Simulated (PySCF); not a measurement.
# SMILES [SiH3]C=C=C([SiH3])Cl, C3H7ClSi2

Molfile (atoms numbered from 1):
```
C3H7ClSi2
     RDKit          3D

 13 12  0  0  0  0  0  0  0  0999 V2000
   -2.2591    0.4696   -1.1380 Si  0  0  0  0  0  4  0  0  0  0  0  0
   -1.0974   -0.9917   -0.9313 C   0  0  0  0  0  0  0  0  0  0  0  0
    0.1948   -0.8750   -1.1036 C   0  0  0  0  0  0  0  0  0  0  0  0
    1.4871   -0.6998   -1.2398 C   0  0  0  0  0  0  0  0  0  0  0  0
    2.6295   -0.2168    0.1700 Si  0  0  0  0  0  4  0  0  0  0  0  0
    2.2613   -0.9117   -2.7999 Cl  0  0  0  0  0  0  0  0  0  0  0  0
   -3.2670    0.1704   -2.1997 H   0  0  0  0  0  0  0  0  0  0  0  0
   -2.9886    0.7182    0.1426 H   0  0  0  0  0  0  0  0  0  0  0  0
   -1.4609    1.6715   -1.5111 H   0  0  0  0  0  0  0  0  0  0  0  0
   -1.5051   -1.9766   -0.6619 H   0  0  0  0  0  0  0  0  0  0  0  0
    1.8133   -0.0633    1.4089 H   0  0  0  0  0  0  0  0  0  0  0  0
    3.6622   -1.2774    0.3569 H   0  0  0  0  0  0  0  0  0  0  0  0
    3.3081    1.0685   -0.1675 H   0  0  0  0  0  0  0  0  0  0  0  0
  1  2  1  0
  2  3  2  0
  3  4  2  0
  4  5  1  0
  4  6  1  0
  1  7  1  0
  1  8  1  0
  1  9  1  0
  2 10  1  0
  5 11  1  0
  5 12  1  0
  5 13  1  0
M  END
```

Computed, not measured: TDDFT CAM-B3LYP/def2-TZVPD circular dichroism and optical rotation, one conformer, gas phase (PySCF 2.14.0). Geometry: PBE0-D3(BJ)/def2-SVP.

No stereocentre is labelled: unless the shape is locked (an allene, a helicene, a hindered biaryl), the mirror image is equally populated and a measured rotation or CD is zero.

(1) Draw the ECD and absorption spectra from the lowest 12 states, each a Gaussian of half-width 0.3 eV at 1/e height.

## Answers

(1) 
| E (eV) | λ (nm) | Δε (L mol⁻¹ cm⁻¹) | ε (L mol⁻¹ cm⁻¹) |
| --- | --- | --- | --- |
| 4.03 | 308 | 0.00 | 0.806 |
| 4.18 | 297 | 0.00 | 3.32 |
| 4.33 | 286 | 0.00 | 8.31 |
| 4.48 | 277 | 0.00 | 12.6 |
| 4.63 | 268 | 0.00 | 11.6 |
| 4.78 | 259 | 0.00 | 6.47 |
| 4.93 | 252 | 0.00 | 2.19 |
| 5.08 | 244 | 0.00 | 0.474 |
| 5.23 | 237 | -0.01 | 0.5 |
| 5.38 | 230 | -0.06 | 4.97 |
| 5.53 | 224 | -0.32 | 34.9 |
| 5.68 | 218 | -1.08 | 161 |
| 5.83 | 213 | -2.20 | 559 |
| 5.98 | 207 | -2.67 | 1880 |
| 6.13 | 202 | -1.77 | 6530 |
| 6.28 | 197 | -0.04 | 19500 |
| 6.43 | 193 | +1.73 | 42900 |
| 6.58 | 188 | +2.68 | 64700 |
| 6.73 | 184 | +0.87 | 63600 |
| 6.88 | 180 | -5.35 | 39800 |
| 7.03 | 176 | -14.31 | 16100 |
| 7.18 | 173 | -21.19 | 4930 |
| 7.33 | 169 | -21.91 | 2200 |

Δε uses R in velocity form, ε uses f in length form. Only the states computed contribute, so the short-wavelength end is incomplete.
